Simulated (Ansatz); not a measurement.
`Cc1cc(-c2sc(-c3sc(-c4sc(-c5sc(-c6sc(N(C)C)cc6C)cc5C)cc4C)cc3C)cc2C)sc1C#N`. Charge 0, multiplicity 1. Geometry PBE-D4/def2-SVP.

```xyz
71

C   -11.774    2.128    0.534
C   -10.390    2.526    0.955
C    -9.213    1.799    0.653
C    -8.031    2.363    1.151
C    -6.690    1.856    1.007
S    -6.456    0.359    0.120
C    -4.719    0.398    0.355
C    -3.840   -0.619   -0.155
S    -2.122   -0.493    0.191
C    -1.752   -1.954   -0.705
C    -0.390   -2.405   -0.815
S     0.922   -1.295   -0.451
C     2.147   -2.507   -0.777
C     3.541   -2.175   -0.654
S     4.025   -0.486   -0.627
C     5.722   -0.889   -0.433
C     6.749    0.109   -0.326
S     8.420   -0.437   -0.133
C     9.019    1.212   -0.092
N    10.366    1.463    0.014
C    11.267    0.389    0.378
C    10.783    2.836    0.215
C     7.966    2.123   -0.193
C     6.688    1.510   -0.337
C     5.419    2.301   -0.475
C     5.868   -2.281   -0.412
C     4.662   -3.016   -0.533
C     4.608   -4.516   -0.503
C     1.532   -3.709   -1.146
C     0.113   -3.670   -1.169
C    -0.732   -4.860   -1.523
C    -2.931   -2.503   -1.219
C    -4.108   -1.769   -0.920
C    -5.473   -2.183   -1.390
C    -4.373    1.536    1.094
C    -5.460    2.362    1.467
C    -5.297    3.626    2.260
S    -8.389    3.843    2.021
C   -10.103    3.677    1.703
C   -11.018    4.640    2.183
N   -11.790    5.436    2.579
H   -12.038    1.128    0.934
H   -11.850    2.066   -0.572
H   -12.532    2.852    0.890
H    -9.218    0.865    0.074
H    11.062   -0.508   -0.244
H    12.311    0.700    0.182
H    11.183    0.088    1.451
H    11.885    2.897    0.141
H    10.352    3.490   -0.572
H    10.471    3.244    1.206
H     8.101    3.211   -0.166
H     4.699    2.071    0.339
H     5.626    3.388   -0.445
H     4.897    2.081   -1.430
H     6.849   -2.766   -0.300
H     5.569   -4.937   -0.150
H     3.803   -4.882    0.167
H     4.411   -4.943   -1.511
H     2.097   -4.606   -1.423
H    -1.185   -4.760   -2.533
H    -1.566   -4.997   -0.805
H    -0.125   -5.785   -1.525
H    -2.948   -3.407   -1.839
H    -5.416   -3.109   -1.994
H    -6.162   -2.377   -0.540
H    -5.951   -1.400   -2.015
H    -3.332    1.767    1.361
H    -5.675    4.512    1.708
H    -5.855    3.586    3.220
H    -4.231    3.805    2.497
```

Single mean-field runs in def2-SVP are fitted with def2-universal-jkfit.

**Question.** Estimate the orbital energies around the gap (eV) in Ansatz with PBE-D4/def2-SVP, r2SCAN-D4/def2-SVP, PBE0-D4/def2-SVP.

**Answer.** 
| orbital | PBE-D4/def2-SVP | r2SCAN-D4/def2-SVP | PBE0-D4/def2-SVP |
| --- | --- | --- | --- |
| HOMO−5 | -6.00 | -6.31 | -7.12 |
| HOMO−4 | -5.91 | -6.20 | -7.03 |
| HOMO−3 | -5.85 | -6.13 | -6.97 |
| HOMO−2 | -5.25 | -5.49 | -6.24 |
| HOMO−1 | -4.63 | -4.82 | -5.47 |
| HOMO | -4.05 | -4.21 | -4.79 |
| LUMO | -2.76 | -2.82 | -2.33 |
| LUMO+1 | -2.18 | -2.20 | -1.63 |
| LUMO+2 | -1.65 | -1.62 | -0.97 |
| LUMO+3 | -1.21 | -1.13 | -0.40 |
| LUMO+4 | -1.01 | -0.92 | -0.14 |
| LUMO+5 | -0.79 | -0.66 | 0.16 |
